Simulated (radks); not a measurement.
Removal energies from the rhenium ion Re11+, [Kr] 4d10 4f14 5s2 5p(1/2: 2, 3/2: 0), by Delta-SCF beside the eigenvalue of the level emptied. Calculated with a radial shooting solver on a logarithmic mesh with Libxc functionals: Dirac Kohn-Sham, PBE, spin-unpolarised, spherical densities, finite nucleus; Fermi nuclear charge, rms radius of each element as measured or else 0.836 A^(1/3) + 0.57 fm. Sub-shells are occupied by j as written (lower j first in brackets).

removed from,final configuration,Delta-SCF (eV),-eigenvalue (eV)
5p1/2,"[Kr] 4d10 4f14 5s2 5p(1/2: 1, 3/2: 0)",238.16,227.37
4f7/2,"[Kr] 4d10 4f(5/2: 6, 7/2: 7) 5s2 5p(1/2: 2, 3/2: 0)",243.39,226.68
4f5/2,"[Kr] 4d10 4f(5/2: 5, 7/2: 8) 5s2 5p(1/2: 2, 3/2: 0)",246.12,229.31
5s1/2,"[Kr] 4d10 4f14 5s1 5p(1/2: 2, 3/2: 0)",272.04,260.69
